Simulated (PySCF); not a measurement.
C5H11Si2 (doublet state).
SMILES with atom numbers: `[CH3:1]/[CH:2]=[CH:3]\[C@H:4]1[SiH:5][CH2:6][SiH2:7]1` (hydrogens: H8, H9, H10 on C1; H11 on C2; H12 on C3; H13 on C4; H14 on Si5; H15, H16 on C6; H17, H18 on Si7)

Structure used (GFN2-xTB), in Å, numbered top down from 1:
```xyz
18
C5H11Si2 angstrom
C     -2.835   -0.756    0.015
C     -2.065    0.351    0.663
C     -0.746    0.520    0.637
C      0.256   -0.330   -0.030
Si     1.154    0.621   -1.485
C      2.796    0.486   -0.481
Si     1.934   -0.528    0.900
H     -2.280   -1.209   -0.802
H     -3.071   -1.534    0.744
H     -3.777   -0.375   -0.377
H     -2.669    1.061    1.213
H     -0.339    1.390    1.141
H     -0.190   -1.279   -0.325
H      0.677    1.995   -1.708
H      3.621   -0.022   -0.973
H      3.181    1.450   -0.154
H      1.968    0.085    2.228
H      2.378   -1.919    0.987
```

The hyperfine couplings belong to this conformer and change with its torsions.

Level of theory: PySCF 2.14.0, UKS B3LYP, pcH-1 on C H Si, non-relativistic, mean-field spin-orbit, GIAO. Isolated species at its GFN2-xTB geometry (one conformer only). GFN2-xTB frequencies show an imaginary mode (42i cm⁻¹), so this geometry is no minimum at that level. The geometry wasn't refined by DFT: couplings that depend on bond lengths, twists or pyramidal angles can differ widely from those at the functional's own minimum, by a factor of two or more for some ions and for spin on atoms past the first row. The SCF solution wasn't tested for stability.

(1) The isotropic 29Si couplings are -430.9, -19.9 MHz. Assign them to Si5; Si7.

Results:

(1) 
```
site  a_iso (MHz)  ρ(0) (bohr⁻³)                 position  distance from Si5 (Å)  spin population  largest |T| (MHz)
 Si5       -430.9        +0.4859  largest spin population                   0.00            +0.86              161.1
 Si7        -19.9        +0.0224         2 bonds from Si5                   2.76             0.00                2.0
```

ρ(0) is the spin density at the nucleus and T the dipolar tensor; a_iso includes a spin–orbit part; entries for several nuclei are means. The largest Mulliken spin populations are on Si5 (+0.86) and C2 (+0.08). Si5 is the only atom above +0.15. The angles at Si5 add up to 317.8°, so it is pyramidal.

Class means assume fast exchange of nuclei equivalent by connectivity; if that motion is slow, each nucleus keeps its own coupling. The three 1H nuclei of mean +6.3 MHz run from 1.0 to 11.6 MHz in the frozen geometry.
